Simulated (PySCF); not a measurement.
Simulated absorption spectrum

Compound: C5H16N2Si.
SMILES: `CCN(C)[SiH2]N(C)C`

Method: TDDFT CAM-B3LYP/def2-SVPD, vertical, gas phase, core orbitals frozen in the response (PySCF 2.14.0, density-fitted response routines). Isolated species at its PBE0-D3(BJ)/def2-SVP geometry (one conformer only). Torsions of this conformer, `[CH3:1][CH2:2][N:3]([CH3:4])[SiH2:5][N:6]([CH3:7])[CH3:8]`: C1–C2–N3–C4 -71°, C2–N3–Si5–N6 51°, N3–Si5–N6–C7 51°.

Broadening: Gaussians 0.25 eV wide at half height, area fixed by f = 4.319×10⁻⁹ ∫ε dν̃. The width is an assumption, not a result. The curve ends short of the highest state used, and states not computed would add to its high-energy end.

```
E (eV)  ε (L mol⁻¹ cm⁻¹)
  5.53                 2
  5.56                 6
  5.59                14
  5.62                30
  5.66                79
  5.69               149
  5.72               258
  5.75               417
  5.78               626
  5.81               878
  5.84              1154
  5.87              1429
  5.90              1676
  5.93              1873
  5.96              2002
  5.99              2051
  6.02              2014
  6.05              1889
  6.08              1685
  6.11              1423
  6.14              1134
  6.17               857
  6.20               633
  6.23               496
  6.26               480
  6.30               706
  6.33              1111
  6.36              1749
  6.39              2625
  6.42              3695
  6.45              4854
  6.48              5945
  6.51              6786
  6.54              7225
  6.57              7191
  6.60              6728
```

(1) Locate the maxima and give the states behind the curve.

(2) On this curve, what absorbance would a 10⁻⁵ mol/L sample give at 193 nm over a 1 cm path?

(3) Coming from long wavelengths, where does ε first pass 100 L mol⁻¹ cm⁻¹?

## Answers

(1) 207 nm (5.99 eV), ε about 2100, made up of S1 (43%) and S2 (57%); 189 nm (6.55 eV), ε about 7300, made up of S3 (27%) and S4 (72%) (ε in L mol⁻¹ cm⁻¹; maxima over ε = 5, shares over 10%). The states used: S1 5.91 eV (f 0.011); S2 6.05 eV (f 0.013); S3 6.50 eV (f 0.021); S4 6.57 eV (f 0.049); S5 6.84 eV (f 0.026); S6 6.91 eV (f 0.029); S7 6.98 eV (f 0.0098); S8 7.07 eV (f 0.025); S9 7.15 eV (f 0.011); S10 7.20 eV (f 0.0096).

(2) 193 nm is 6.424 eV, where ε is about 3800 L mol⁻¹ cm⁻¹, so A = ε c l ≈ 0.038 (Beer–Lambert, with the gas-phase spectrum and the assumed width).

(3) At about 219 nm (5.67 eV), 0.24 eV below S1.

The vertical ionisation energy (ΔSCF) is 8.11 eV, 0.91 eV above S10.

Time: 8.0 min wall; peak memory 1.6 GiB. Hardware: Arm Neoverse V1, one thread, shared host with 32 logical CPUs at a one-minute load of 30.

Without π bonds the low states are Rydberg-like; a valence basis with one diffuse set may place them up to an eV too high.
